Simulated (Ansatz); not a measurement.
Calculated with Ansatz (gas phase, PBE0-D4/def2-TZVP geometries, no zero-point term in ΔE). CCSD(T)/CBS is the MP2 limit (def2-TZVPP, def2-QZVPP) plus CCSD(T) − MP2 in def2-TZVPP, frozen cores. This one scheme is used for every species. DFT in def2-TZVPP. B3LYP here is the variant with VWN-RPA as its local correlation; programs differ in this. One conformer a species, not always the lowest.

Consider the ligand exchange at the Si–C bond: `COC[SiH2]C` + PH₃ → `COC[SiH2]P` + CH₄.

```json
{"level": "PBE-D4", "ΔE (kcal/mol)": "-8.9", "difference from CCSD(T)/CBS": "-1.1"}
{"level": "PBE0-D4", "ΔE (kcal/mol)": "-8.7", "difference from CCSD(T)/CBS": "-0.9"}
{"level": "ωB97X-V", "ΔE (kcal/mol)": "-7.2", "difference from CCSD(T)/CBS": "0.6"}
{"level": "B2PLYP", "ΔE (kcal/mol)": "-7.7", "difference from CCSD(T)/CBS": "0.1"}
{"level": "PBE", "ΔE (kcal/mol)": "-9.0", "difference from CCSD(T)/CBS": "-1.2"}
{"level": "r2SCAN", "ΔE (kcal/mol)": "-8.3", "difference from CCSD(T)/CBS": "-0.5"}
{"level": "PBE0", "ΔE (kcal/mol)": "-8.7", "difference from CCSD(T)/CBS": "-0.9"}
{"level": "B3LYP", "ΔE (kcal/mol)": "-7.8", "difference from CCSD(T)/CBS": "0.0"}
{"level": "HF/def2-TZVPP", "ΔE (kcal/mol)": "-7.0", "difference from CCSD(T)/CBS": "0.8"}
{"level": "SCS-MP2/def2-TZVPP", "ΔE (kcal/mol)": "-7.1", "difference from CCSD(T)/CBS": "0.7"}
{"level": "CCSD/def2-TZVPP", "ΔE (kcal/mol)": "-6.9", "difference from CCSD(T)/CBS": "0.9"}
{"level": "HF/def2-QZVPP", "ΔE (kcal/mol)": "-6.9", "difference from CCSD(T)/CBS": "0.9"}
{"level": "MP2/def2-QZVPP", "ΔE (kcal/mol)": "-8.1", "difference from CCSD(T)/CBS": "-0.3"}
{"level": "SCS-MP2/def2-QZVPP", "ΔE (kcal/mol)": "-7.5", "difference from CCSD(T)/CBS": "0.3"}
{"level": "MP2/CBS(def2)", "ΔE (kcal/mol)": "-8.3", "difference from CCSD(T)/CBS": "-0.5"}
{"level": "CCSD/CBS(def2)", "ΔE (kcal/mol)": "-7.6", "difference from CCSD(T)/CBS": "0.2"}
{"level": "CCSD(T)/CBS", "ΔE (kcal/mol)": "-7.8", "difference from CCSD(T)/CBS": "0"}
```

Largest T1 diagnostic among the species: 0.013.

CCSD(T)/CBS has its own doubt, a few kJ/mol and more with outer-core shells, so smaller differences from it don't rank the levels.
